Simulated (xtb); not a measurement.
xtb input (GFN1-xTB):

```bash
xtb mol.xyz --gfn 1 --opt tight --chrg 0 --uhf 0
```
mol.xyz:
```
17

C      2.99070287     0.44918301    -0.04544697
C      1.78581832     0.45464715    -0.59844515
C      0.72073489    -0.57125278    -0.33499246
N     -0.50715313     0.02595399     0.17917494
C     -0.38888164     0.57173799     1.52194387
Si    -2.04441567    -0.41951894    -0.45525248
H      3.72772305     1.20837208    -0.27399783
H      3.28536009    -0.32411226     0.65568196
H      1.50506389     1.24685614    -1.28691285
H      0.48658107    -1.08482763    -1.27246456
H      1.11096698    -1.33287904     0.35578551
H      0.41148395     1.31442323     1.56985858
H     -0.16852922    -0.20438354     2.26863828
H     -1.31883972     1.06309466     1.81029178
H     -2.59797266    -1.70018992     0.07395920
H     -3.01386725     0.64882298    -0.11716589
H     -1.90632532    -0.56948163    -1.92271962
```

End of the output:

```
   1 H   14 Si          3     1.4498473     1.4541551     1.4476485
   7 N   14 Si          1     1.7262285     1.7262285     1.7262285

optimized geometry written to: xtbopt.xyz

           -------------------------------------------------
          | TOTAL ENERGY              -19.434074797066 Eh   |
          | GRADIENT NORM               0.000176425431 Eh/α |
          | HOMO-LUMO GAP               4.072059629275 eV   |
           -------------------------------------------------

------------------------------------------------------------------------
------------------------------------------------------------------------
 total:
 SCF:
 ANC optimizer:
```
